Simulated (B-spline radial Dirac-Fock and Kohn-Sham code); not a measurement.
# Successive ionisation energies of tungsten: Dirac-Fock against NIST

Calculated with an atomic code on a B-spline grid, using Dirac-Fock (average of configuration) total-energy differences with a finite nucleus, the Breit interaction including its frequency dependence, and self-energy and vacuum-polarisation corrections. Each value is the difference of the configuration-average energies of two neighbouring ions in their tabulated ground configurations. Correlation and solid-state effects are left out. NIST's values refer to the lowest levels; many for high charge states are themselves semi-empirical or theoretical. Where a p, d or f shell is open in either ion the computed value averages over both j values and all terms, while the table refers to the lowest levels; that difference holds spin-orbit splitting (largest in heavy or highly charged ions), term energies where several electrons share open shells, and correlation, and it can reach 10 % or more.

```csv
ion,configuration,computed (eV),NIST (eV),kind,NIST − computed (eV)
W³⁹⁺,[Ar] 3d10 4s2 4p5,1915.2,1882.9 ± 2,semi-empirical,-32.30
W⁴⁰⁺,[Ar] 3d10 4s2 4p4,1970.8,1940.6 ± 2,semi-empirical,-30.16
W⁴¹⁺,[Ar] 3d10 4s2 4p3,2026.8,1994.8 ± 2,semi-empirical,-31.99
W⁴²⁺,[Ar] 3d10 4s2 4p2,2083.3,2149.1 ± 2.1,semi-empirical,+65.81
W⁴³⁺,[Ar] 3d10 4s2 4p1,2140.3,2210 ± 1.5,semi-empirical,+69.74
W⁴⁴⁺,[Ar] 3d10 4s2,2351.5,2354.5 ± 1.4,semi-empirical,+3.04
W⁴⁵⁺,[Ar] 3d10 4s1,2413.0,2414.1 ± 0.4,semi-empirical,+1.06
W⁴⁶⁺,[Ar] 3d10,4078.2,4057 ± 3,measured,-21.17
W⁴⁷⁺,[Ar] 3d9,4207.1,4180 ± 4,semi-empirical,-27.13
W⁴⁸⁺,[Ar] 3d8,4337.7,4309 ± 4,semi-empirical,-28.67
W⁴⁹⁺,[Ar] 3d7,4469.8,4446 ± 4,semi-empirical,-23.77
```

Q: Where in this range is the largest relative jump, and why?

A: From W⁴⁵⁺ (2413.0 eV) to W⁴⁶⁺ (4078.2 eV), a factor of 1.69. The configuration goes from [Ar] 3d10 4s1 to [Ar] 3d10, so the next electron comes out of a deeper subshell.
